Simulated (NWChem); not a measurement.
System: CH2N, doublet; SMILES C=[N]

```xyz
4

C      0.0000     0.0000     0.5040
N      0.0000     0.0000    -0.7467
H      0.0000    -0.9480     1.1013
H      0.0000     0.9480     1.1013
```
Atoms are numbered in this order, from 1.

In the optimisation the excess spin sits in b2 (C2v, its own frame). Geometry: optimised at PBE-D3(BJ)/def2-SVP, spin-unrestricted. No stability test was run on the SCF state.

Symmetry labels are those of C2v in the frame above (b1 and b2, or b-type labels, depend on it).

Question: List the 6 lowest vertical excitations from CAM-B3LYP/def2-SVP, spin-unrestricted, TDA (NWChem).

Answer: 
```json
[
 {"state": "state 1", "energy (eV)": "4.04", "oscillator strength": "0.000", "symmetry of the excitation": "b1", "<S²>": "0.77"},
 {"state": "state 2", "energy (eV)": "4.57", "oscillator strength": "0.005", "symmetry of the excitation": "a1", "<S²>": "0.77"},
 {"state": "state 3", "energy (eV)": "4.71", "oscillator strength": "0.000", "symmetry of the excitation": "b1", "<S²>": "0.79"},
 {"state": "state 4", "energy (eV)": "5.38", "oscillator strength": "0.000", "symmetry of the excitation": "b2", "<S²>": "2.73"},
 {"state": "state 5", "energy (eV)": "6.67", "oscillator strength": "0.001", "symmetry of the excitation": "a2", "<S²>": "2.69"},
 {"state": "state 6", "energy (eV)": "8.27", "oscillator strength": "0.059", "symmetry of the excitation": "a1", "<S²>": "0.87"}
]
```
